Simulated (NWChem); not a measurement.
System meant: MoSOBrF; SMILES [O]=[Mo]([F])(=[S])[Br]

Here is an NWChem input.

```
start job
memory heap 200 mb stack 900 mb global 1100 mb
geometry units angstroms noautoz
  Mo    -0.242131     0.509112     0.043702
  O     -0.901621     0.871491     1.518748
  S      1.601412     1.507529    -0.069012
  F     -1.338811     1.080335    -1.312559
  Br     0.174108    -1.847838    -0.037797
end
basis spherical
  Mo library def2-svp
  O library def2-svp
  S library def2-svp
  F library def2-svp
  Br library def2-svp
end
dft
  xc pbe0
  iterations 150
  mulliken
end
task dft energy
```

End of the output:

```
             Northwest Computational Chemistry Package (NWChem) 7.3.0
             --------------------------------------------------------

 C1  symmetry detected

                             Geometry "geometry" -> ""
                             -------------------------

 Output coordinates in angstroms (scale by  1.889725989 to convert to a.u.)

  No.       Tag          Charge          X              Y              Z
 ---- ---------------- ---------- -------------- -------------- --------------
    1 Mo                  42.0000    -0.25606118     0.53198057     0.07270817
    2 O                    8.0000    -0.77308956     0.88937717     1.60468586
    3 S                   16.0000     1.57125988     1.52692582    -0.20866953
    4 F                    9.0000    -1.47389103     1.11142173    -1.17211514
    5 Br                  35.0000     0.14468992    -1.82548029    -0.05724232

 Effective nuclear repulsion energy (a.u.)     942.9879777814

                                 NWChem DFT Module
                                 -----------------

 Summary of "ao basis" -> "ao basis" (spherical)
 ------------------------------------------------------------------------------
       Tag                 Description            Shells   Functions and Types
 ---------------- ------------------------------  ------  ---------------------
 Mo                         def2-svp                11       31   5s3p2d1f
 O                          def2-svp                 6       14   3s2p1d
 S                          def2-svp                 8       18   4s3p1d
 F                          def2-svp                 6       14   3s2p1d
 Br                         def2-svp                12       32   5s4p3d

            General Information
            -------------------
          SCF calculation type: DFT
          Wavefunction type:  closed shell.
          No. of atoms     :     5
          No. of electrons :   110
           Alpha electrons :    55
            Beta electrons :    55
          Charge           :     0
          Spin multiplicity:     1
          Use of symmetry is: off; symmetry adaption is: off
          Maximum number of iterations: 150
          AO basis - number of functions:   109
                     number of shells:    43
          Convergence on energy requested:  1.00D-06
          Convergence on density requested:  1.00D-05
          Convergence on gradient requested:  5.00D-04

              XC Information
              --------------
                         PBE0 Method XC Functional
                     Hartree-Fock (Exact) Exchange  0.250
          PerdewBurkeErnzerhof Exchange Functional  0.750
            Perdew 1991 LDA Correlation Functional  1.000 local
           PerdewBurkeErnz. Correlation Functional  1.000 non-local

             Grid Information
             ----------------
          Grid used for XC integration:  medium
          Radial quadrature: Mura-Knowles
          Angular quadrature: Lebedev.
          Tag              B.-S. Rad. Rad. Pts. Rad. Cut. Ang. Pts.
          ---              ---------- --------- --------- ---------
          Mo                  1.45      123           8.0       590
          O                   0.60       49           9.0       434
          S                   1.00       88          10.0       590
          F                   0.50       49          10.0       434
          Br                  1.15      112          10.0       590
          Grid pruning is: on
          Number of quadrature shells:   421
          Spatial weights used:  Erf1

      Superposition of Atomic Density Guess
      -------------------------------------

 Sum of atomic energies:       -3927.74362942

      Non-variational initial energy
      ------------------------------

 Total energy =   -3935.852605
 1-e energy   =   -7287.676380
 2-e energy   =    2408.835797
 HOMO         =      -1.344684
 LUMO         =      -1.170544

     ---------------------------------------------
      Total Density - Mulliken Population Analysis
     ---------------------------------------------

    Atom       Charge   Shell Charges
 -----------   ------   -------------------------------------------------------
    1 Mo  42    49.29   2.00  2.02  2.03  2.59 -0.44  6.06  8.69 -0.26 10.43  1.93 14.24
    2 O    8     9.57   1.99  1.25  0.64  4.18  1.37  0.13
    3 S   16    12.33   2.00  1.99  0.85  0.22  5.93  1.26 -0.23  0.32
    4 F    9     9.48   1.99  1.14  0.70  3.73  1.86  0.06
    5 Br  35    29.32   2.00  2.00  1.99  0.85  0.77  6.00  5.97  0.38 -0.58  8.21  1.74 -0.01

   convergence    iter        energy       DeltaE   RMS-Dens  Diis-err
 ---------------- ----- ----------------- --------- --------- ---------
 d= 0,ls=0.0,diis     1  -3971.0452778595 -4.91D+03  5.62D-01  4.58D+01
 d= 0,ls=0.0,diis     2  -3907.8514155091  6.32D+01  2.18D-01  2.37D+02
 d= 0,ls=0.0,diis     3  -3977.1694588522 -6.93D+01  1.29D-01  2.35D+01
 d= 0,ls=0.0,diis     4  -3977.3759247313 -2.06D-01  1.07D-01  2.15D+01
 d= 0,ls=0.0,diis     5  -3979.9859472163 -2.61D+00  7.18D-02  2.17D+00
 d= 0,ls=0.0,diis     6  -3979.6767173084  3.09D-01  6.24D-02  4.00D+00
 d= 0,ls=0.0,diis     7  -3980.2976502973 -6.21D-01  1.07D-02  5.62D-01
 d= 0,ls=0.0,diis     8  -3980.3667185702 -6.91D-02  7.05D-03  3.29D-02
  Resetting Diis
 d= 0,ls=0.0,diis     9  -3980.3690540034 -2.34D-03  2.51D-03  2.94D-02
 d= 0,ls=0.0,diis    10  -3980.3715556815 -2.50D-03  5.92D-03  3.39D-03
 d= 0,ls=0.0,diis    11  -3980.3649344486  6.62D-03  4.51D-03  4.81D-02
 d= 0,ls=0.0,diis    12  -3980.3720387878 -7.10D-03  4.88D-04  3.68D-04
 d= 0,ls=0.0,diis    13  -3980.3720773684 -3.86D-05  1.44D-04  7.30D-05
 d= 0,ls=0.0,diis    14  -3980.3720860208 -8.65D-06  1.80D-05  1.20D-06
 d= 0,ls=0.0,diis    15  -3980.3720860969 -7.61D-08  1.54D-05  3.80D-07
 d= 0,ls=0.0,diis    16  -3980.3720861348 -3.79D-08  6.40D-06  3.58D-08

         Total DFT energy =    -3980.372086134781
      One electron energy =    -7524.892098206054
           Coulomb energy =     2767.113208029109
    Exchange-Corr. energy =     -165.581173739249
 Nuclear repulsion energy =      942.987977781413

 Numeric. integr. density =      110.000002221321

                       DFT Final Molecular Orbital Analysis
                       ------------------------------------

 Vector   53  Occ=2.000000D+00  E=-4.026982D-01
              MO Center=  2.3D-01, -6.3D-02,  2.1D-01, r^2= 5.2D+00
   Bfn.  Coefficient  Atom+Function         Bfn.  Coefficient  Atom+Function
  ----- ------------  ---------------      ----- ------------  ---------------
     3      0.939757  1 Mo s                  2     -0.693967  1 Mo s
    40      0.277890  2 O  pz                93     -0.253665  5 Br py
    37      0.248249  2 O  pz                53      0.230134  3 S  px
    89      0.229037  5 Br px                92      0.228029  5 Br px
    56      0.226777  3 S  px                11      0.215781  1 Mo pz

[...]
```

**Question.** Find the fault in this run and fix the input.

**Answer.** The run ends normally but its numbers are meaningless: the def2 basis of a heavy element holds valence functions alone and wants its effective core potential (without it all electrons must fit into that basis). This input runs:
```
start job
memory heap 200 mb stack 900 mb global 1100 mb
geometry units angstroms noautoz
  Mo    -0.242131     0.509112     0.043702
  O     -0.901621     0.871491     1.518748
  S      1.601412     1.507529    -0.069012
  F     -1.338811     1.080335    -1.312559
  Br     0.174108    -1.847838    -0.037797
end
basis spherical
  Mo library def2-svp
  O library def2-svp
  S library def2-svp
  F library def2-svp
  Br library def2-svp
end
ecp
  Mo library def2-ecp
end
dft
  xc pbe0
  iterations 150
  mulliken
end
task dft energy
```
It converges to -3214.59691 Ha (PBE0/def2-SVP with def2 effective core potentials on Mo). The faulty run gave -3980.372 Ha, with all electrons squeezed into the valence basis.
